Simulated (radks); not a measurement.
The numbers below are computed, except where a source is named.
Charge is removed step by step from the 3p down level of Ag+, starting from [Ne] 3s2 3p(up 3, down 3) 3d10 4s2 4p6 4d10. Code: a radial shooting solver on a logarithmic mesh with Libxc functionals. Model: scalar-relativistic Kohn-Sham, PBEsol, spin-polarised, spherical densities, finite nucleus; Fermi nuclear charge, rms radius 4.5454 fm.

removed (e)  E - E(0) (eV)  eigenvalue (eV)  E minus straight line (eV)
0                    0.000          -565.32                       0.000
0.125               70.866          -569.39                      -1.829
0.25                142.24          -573.51                      -3.147
0.375               214.14          -577.67                      -3.947
0.5                 286.55          -581.88                      -4.225
0.625               359.50          -586.12                      -3.974
0.75                432.98          -590.41                      -3.189
0.875               507.00          -594.74                      -1.866
1                   581.56          -599.11                       0.000

Removing the whole electron costs 581.56 eV by Delta-SCF, against 565.32 eV from minus the eigenvalue at the starting occupation. Slater's transition state (half an electron removed) gives 581.88 eV. Integrating minus the eigenvalue over the occupation (Janak's theorem) gives 581.99 eV. In this scalar-relativistic scheme the density is built from large components alone, so the theorem holds only approximately. The mean slope of the eigenvalue, de/dn, is 33.8 eV per electron.
